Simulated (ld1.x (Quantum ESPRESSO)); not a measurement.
Scattering properties, ultrasoft potential for In

indium (In), ultrasoft, made with ld1.x (Quantum ESPRESSO) 7.5 (LDA (PZ), scalar-relativistic). Core [Kr], reference 4d10 5s2 5p1. Waves: 5s (bound): rcut 1.90, rcutus 2.45 bohr; 5s channel at 0.15 Ry: rcut 1.90, rcutus 2.45 bohr; 5p (bound): rcut 1.85, rcutus 2.40 bohr; 5p channel at 3.2 Ry: rcut 1.85, rcutus 2.40 bohr; 4d (bound): rcut 0.90, rcutus 1.05 bohr; 4d channel at -1.05 Ry: rcut 0.90, rcutus 1.05 bohr. Local part: all-electron potential smoothed inside 1.55 bohr (lloc = -1). Core correction: Bessel-smoothed model core inside 0.75 bohr. Augmentation charge: built from norm-conserving waves at rcut, not smoothed further.

The phase is arctan(r·u′/u) with u = r·R(r), unwrapped; energies in Ry, scanned from -3 to 5 Ry. A pole is an energy at which the radial function vanishes at the test radius. The pseudo phase is shifted by a multiple of π to meet the all-electron one at the reference energy, and phase errors are pseudo minus all-electron; the curves can meet again beyond the range given. Levels narrower than the energy grid can be missing from the lists of poles.

Question: For each channel, where are the poles, and over which energies does the pseudopotential scatter like the atom?

Answer:

| channel | radius (bohr) | reference energy (Ry) | poles, all-electron | poles, pseudo | unbroken range about the reference energy with phases within 0.05 rad | phase error 1 Ry above the reference energy (rad) |
| --- | --- | --- | --- | --- | --- | --- |
| s | 2.66 | -0.62 | 0.88 | 0.88 | below 4.2 | +0.000 |
| p | 2.66 | -0.20 | 2.10 | 2.09 | below 5.0 | -0.002 |
| d | 2.66 | -1.38 | -1.27, 4.34 | -1.27, 4.33 | the whole range | -0.000 |

Note: ghost state, extra bound levels that the all-electron valence spectrum of the same l lacks: s at -87.9 eV. A true bound ghost makes a file unfit for plane-wave use.

Phases in the p channel:

```json
{"E (Ry)": "-3.00", "all-electron": "1.326", "pseudo": "1.325"}
{"E (Ry)": "-2.52", "all-electron": "1.297", "pseudo": "1.295"}
{"E (Ry)": "-2.04", "all-electron": "1.255", "pseudo": "1.254"}
{"E (Ry)": "-1.56", "all-electron": "1.190", "pseudo": "1.189"}
{"E (Ry)": "-1.08", "all-electron": "1.073", "pseudo": "1.072"}
{"E (Ry)": "-0.60", "all-electron": "0.807", "pseudo": "0.806"}
{"E (Ry)": "-0.12", "all-electron": "0.018", "pseudo": "0.018"}
{"E (Ry)": "0.36", "all-electron": "-0.955", "pseudo": "-0.956"}
{"E (Ry)": "0.84", "all-electron": "-1.307", "pseudo": "-1.308"}
{"E (Ry)": "1.32", "all-electron": "-1.452", "pseudo": "-1.454"}
{"E (Ry)": "1.80", "all-electron": "-1.534", "pseudo": "-1.535"}
{"E (Ry)": "2.28", "all-electron": "-1.590", "pseudo": "-1.592"}
{"E (Ry)": "2.76", "all-electron": "-1.637", "pseudo": "-1.638"}
{"E (Ry)": "3.24", "all-electron": "-1.682", "pseudo": "-1.682"}
{"E (Ry)": "3.72", "all-electron": "-1.731", "pseudo": "-1.730"}
{"E (Ry)": "4.20", "all-electron": "-1.795", "pseudo": "-1.791"}
{"E (Ry)": "4.68", "all-electron": "-1.895", "pseudo": "-1.886"}
```
